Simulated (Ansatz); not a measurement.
1-ethyl-3-methylimidazolium trifluoroacetate (C₈H₁₁F₃N₂O₂), relaxed as a singlet with RKS PBE0-D4/def2-SVP in Ansatz, starting from the GFN2-xTB geometry. Force threshold 0.03 eV/Å.

Start:

| atom | x (Å) | y (Å) | z (Å) |
| --- | --- | --- | --- |
| C1 | -1.518 | 2.797 | 1.405 |
| C2 | -0.461 | 1.699 | 1.477 |
| N3 | -0.854 | 0.548 | 0.704 |
| C4 | -1.370 | -0.624 | 1.182 |
| C5 | -1.540 | -1.454 | 0.123 |
| N6 | -1.136 | -0.779 | -0.996 |
| C7 | -1.047 | -1.336 | -2.316 |
| C8 | -0.671 | 0.408 | -0.613 |
| H9 | -1.203 | 3.646 | 2.004 |
| H10 | -2.471 | 2.436 | 1.785 |
| H11 | -1.656 | 3.129 | 0.379 |
| H12 | 0.494 | 2.051 | 1.082 |
| H13 | -0.317 | 1.380 | 2.511 |
| H14 | -1.569 | -0.777 | 2.223 |
| H15 | -1.905 | -2.459 | 0.082 |
| H16 | -0.072 | -1.833 | -2.408 |
| H17 | -1.117 | -0.543 | -3.058 |
| H18 | -1.846 | -2.059 | -2.466 |
| H19 | -0.352 | 1.187 | -1.275 |
| O20 | 1.599 | -1.928 | -1.232 |
| C21 | 2.055 | -0.952 | -0.655 |
| O22 | 1.554 | 0.160 | -0.432 |
| C23 | 3.506 | -1.128 | -0.040 |
| F24 | 4.164 | 0.036 | 0.104 |
| F25 | 3.430 | -1.672 | 1.196 |
| F26 | 4.299 | -1.932 | -0.765 |

```tsv
step	energy (eV)	largest force component (eV/Å)	SCF passes
1	-23657.6269	1.057	18
2	-23657.7289	0.410	22
3	-23657.7577	0.159	22
4	-23657.7682	0.139	22
5	-23657.7788	0.258	21
6	-23657.7824	0.378	20
7	-23657.7943	0.178	21
8	-23657.8180	0.218	21
9	-23657.8287	0.575	21
10	-23657.8503	0.364	21
11	-23657.8697	0.286	20
14	-23657.9055	0.264	21
17	-23657.9314	0.135	22
20	-23657.9475	0.134	21
23	-23657.9535	0.169	22
26	-23657.9567	0.049	22
29	-23657.9579	0.032	22
32	-23657.9598	0.066	21
35	-23657.9639	0.152	21
38	-23657.9675	0.123	21
41	-23657.9707	0.105	22
44	-23657.9729	0.093	22
47	-23657.9740	0.031	22
50	-23657.9744	0.034	22
53	-23657.9746	0.023	22
```

Force components are those of the run's own axes.

End:

```csv
atom,x (Å),y (Å),z (Å)
C1,-1.2086,2.6700,1.5696
C2,-0.7943,1.2406,1.8595
N3,-1.3280,0.2954,0.8833
C4,-2.6201,-0.1689,0.7835
C5,-2.6481,-1.0096,-0.2894
N6,-1.3748,-1.0332,-0.8150
C7,-0.9153,-1.8020,-1.9617
C8,-0.5887,-0.2333,-0.0943
H9,-0.7770,3.3407,2.3262
H10,-2.3024,2.7930,1.5915
H11,-0.8398,2.9895,0.5839
H12,0.2995,1.1315,1.8184
H13,-1.1295,0.9163,2.8565
H14,-3.4040,0.1219,1.4775
H15,-3.4610,-1.5944,-0.7113
H16,0.1882,-1.7342,-1.9838
H17,-1.3489,-1.3910,-2.8842
H18,-1.2252,-2.8490,-1.8445
H19,0.5296,-0.0187,-0.2118
O20,2.0973,-1.3779,-1.4999
C21,2.6237,-0.5370,-0.7664
O22,2.0824,0.3365,-0.0465
C23,4.1708,-0.5302,-0.6881
F24,4.6617,0.6690,-1.0242
F25,4.5804,-0.7931,0.5610
F26,4.7318,-1.4317,-1.4899
```

By distances, no bond broke or formed. The bond that changes most is C8–H19, from 1.07 to 1.14 Å (atoms count from 1). A close non-bonded pair moves further: H19–O22, from 2.32 to 1.60 Å.

The force fell under the threshold at step 51, but the optimiser went on. No frequencies were taken in this run, so the end may be a saddle point.

Run time 9.9 min (4 threads of Arm Neoverse V2 on a shared host), peak host memory 1.2 GiB.
